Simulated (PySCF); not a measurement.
## [C3H11NSi2]+: g tensor and hyperfine couplings

Compound: C3H11NSi2 (charge +1 and doublet state).
Z-matrix (Å and degrees, GFN2-xTB geometry), rows numbered from 1:
```
C 
Si  1  1.8871
C   2  2.0258  1  106.70
C   3  1.4595  2  110.33  1  -140.71
Si  4  2.0149  3  111.18  2    28.28
N   5  1.7302  4   94.94  3   -21.86
H   1  1.0870  2  111.81  3   -61.27
H   1  1.0889  2  112.09  3    60.04
H   1  1.0871  2  110.11  3   179.71
H   2  1.4614  1  119.83  3   120.11
H   3  1.0849  2  100.71  1    98.54
H   3  1.0841  2  106.07  1   -17.46
H   4  1.0858  3  113.64  2   141.77
H   4  1.0848  3  113.07  2   -90.51
H   5  1.4564  4  106.66  3  -139.39
H   5  1.4597  4  106.52  3    92.89
H   6  1.0075  2  118.95  1   -62.08
```

The hyperfine couplings belong to this conformer and change with its torsions.

Identity: `C[Si@@H]1CC[SiH2][NH+]1` [radical] (charge +1).

Computed, not measured: UKS B3LYP, pcH-1 on C H N Si, non-relativistic, mean-field spin-orbit, GIAO in PySCF. The structure is a single GFN2-xTB conformer in the gas phase; no vibrational or solvent corrections. The geometry wasn't refined by DFT: couplings that depend on bond lengths, twists or pyramidal angles can differ widely from those at the functional's own minimum, by a factor of two or more for some ions and for spin on atoms past the first row. The SCF solution wasn't tested for stability.

```
g1, g2, g3                      : 2.00039, 2.00375, 2.00718
g_iso                           : 2.00377
Form of g                       : rhombic: the two nearest values differ by 49 % of g3 − g1
⟨S²⟩                            : 0.7526 (exact 0.7500)
α and β electrons               : 32, 31
HOMO–LUMO gap, α and β orbitals : 7.64, 1.59 eV
```

Hyperfine couplings atom by atom, in MHz; T1 to T3 are the principal values of the dipolar part; ρ(0) is the spin density at the nucleus:

```json
{"atom": "C1", "isotope": "13C", "a_iso": "-3.8", "of which spin–orbit": "0.0", "T1": "-1.8", "T2": "-1.5", "T3": "3.3", "Mulliken spin population": "0.00", "ρ(0) (bohr⁻³)": "-0.0034"}
{"atom": "Si2", "isotope": "29Si", "a_iso": "-20.6", "of which spin–orbit": "0.1", "T1": "-51.1", "T2": "24.1", "T3": "26.9", "Mulliken spin population": "0.12", "ρ(0) (bohr⁻³)": "0.0232"}
{"atom": "C3", "isotope": "13C", "a_iso": "23.9", "of which spin–orbit": "0.0", "T1": "-27.6", "T2": "-25.8", "T3": "53.3", "Mulliken spin population": "0.26", "ρ(0) (bohr⁻³)": "0.0213"}
{"atom": "C4", "isotope": "13C", "a_iso": "15.5", "of which spin–orbit": "0.0", "T1": "-22.9", "T2": "-20.7", "T3": "43.7", "Mulliken spin population": "0.20", "ρ(0) (bohr⁻³)": "0.0137"}
{"atom": "Si5", "isotope": "29Si", "a_iso": "-40.7", "of which spin–orbit": "0.1", "T1": "-47.0", "T2": "21.9", "T3": "25.1", "Mulliken spin population": "0.12", "ρ(0) (bohr⁻³)": "0.0459"}
{"atom": "N6", "isotope": "14N", "a_iso": "2.0", "of which spin–orbit": "0.0", "T1": "-6.0", "T2": "-5.6", "T3": "11.6", "Mulliken spin population": "0.12", "ρ(0) (bohr⁻³)": "0.0062"}
{"atom": "H7", "isotope": "1H", "a_iso": "1.0", "of which spin–orbit": "0.0", "T1": "-1.9", "T2": "-1.1", "T3": "3.1", "Mulliken spin population": "0.00", "ρ(0) (bohr⁻³)": "0.0002"}
{"atom": "H8", "isotope": "1H", "a_iso": "-0.3", "of which spin–orbit": "0.0", "T1": "-1.8", "T2": "-1.2", "T3": "2.9", "Mulliken spin population": "0.00", "ρ(0) (bohr⁻³)": "-0.0001"}
{"atom": "H9", "isotope": "1H", "a_iso": "28.3", "of which spin–orbit": "0.0", "T1": "-1.8", "T2": "-0.6", "T3": "2.4", "Mulliken spin population": "0.01", "ρ(0) (bohr⁻³)": "0.0063"}
{"atom": "H10", "isotope": "1H", "a_iso": "94.7", "of which spin–orbit": "0.0", "T1": "-3.4", "T2": "-0.7", "T3": "4.1", "Mulliken spin population": "0.05", "ρ(0) (bohr⁻³)": "0.0212"}
{"atom": "H11", "isotope": "1H", "a_iso": "110.4", "of which spin–orbit": "0.0", "T1": "-13.0", "T2": "-6.0", "T3": "19.0", "Mulliken spin population": "0.04", "ρ(0) (bohr⁻³)": "0.0247"}
{"atom": "H12", "isotope": "1H", "a_iso": "8.0", "of which spin–orbit": "0.0", "T1": "-11.5", "T2": "-3.4", "T3": "14.9", "Mulliken spin population": "0.00", "ρ(0) (bohr⁻³)": "0.0018"}
{"atom": "H13", "isotope": "1H", "a_iso": "121.0", "of which spin–orbit": "0.0", "T1": "-10.9", "T2": "-6.2", "T3": "17.0", "Mulliken spin population": "0.05", "ρ(0) (bohr⁻³)": "0.0271"}
{"atom": "H14", "isotope": "1H", "a_iso": "15.3", "of which spin–orbit": "0.0", "T1": "-9.4", "T2": "-3.3", "T3": "12.7", "Mulliken spin population": "0.00", "ρ(0) (bohr⁻³)": "0.0034"}
{"atom": "H15", "isotope": "1H", "a_iso": "-5.0", "of which spin–orbit": "0.0", "T1": "-3.2", "T2": "-1.7", "T3": "4.9", "Mulliken spin population": "-0.01", "ρ(0) (bohr⁻³)": "-0.0011"}
{"atom": "H16", "isotope": "1H", "a_iso": "86.4", "of which spin–orbit": "0.0", "T1": "-3.2", "T2": "-0.6", "T3": "3.7", "Mulliken spin population": "0.05", "ρ(0) (bohr⁻³)": "0.0193"}
{"atom": "H17", "isotope": "1H", "a_iso": "-13.1", "of which spin–orbit": "0.0", "T1": "-7.9", "T2": "-2.7", "T3": "10.6", "Mulliken spin population": "-0.01", "ρ(0) (bohr⁻³)": "-0.0029"}
```

The Mulliken spin populations are largest on C3 (+0.26), C4 (+0.20), N6 (+0.12) and Si5 (+0.12).

N6, the radical centre as drawn in `C[Si@@H]1CC[SiH2][NH+]1`, holds a spin population of +0.12 out of 1.

Axes: g1 points within 13° of the C3–H12 bond and g2 points within 12° of the N6–H17 bond.

Under fast tumbling the dipolar parts average out, and these isotropic splittings remain (the largest six): 1 × 1H (H13, I = 1/2, 2 lines) with 4.31 mT, 1 × 1H (H11, I = 1/2, 2 lines) with 3.94 mT, 1 × 1H (H10, I = 1/2, 2 lines) with 3.38 mT, 1 × 1H (H16, I = 1/2, 2 lines) with 3.08 mT, 1 × 1H (H14, I = 1/2, 2 lines) with 0.55 mT and 1 × 1H (H17, I = 1/2, 2 lines) with 0.47 mT.

Class means assume fast exchange of nuclei equivalent by connectivity; if that motion is slow, each nucleus keeps its own coupling. The three 1H nuclei of mean +9.7 MHz run from -0.3 to 28.3 MHz in the frozen geometry.

The 13C coupling of C3 (23.9 MHz) shows only in satellite lines or after enrichment, since that isotope makes up about 1.07 % of natural carbon.

The 29Si coupling of Si5 (-40.7 MHz) shows only in satellite lines or after enrichment, since that isotope makes up about 4.7 % of natural silicon.

β density exceeds α density at some nuclei, such as C1 (-0.0034), H17 (-0.0029) and H15 (-0.0011), spin density in bohr⁻³. In a single determinant that takes different orbitals for the two spins, that is spin polarisation.
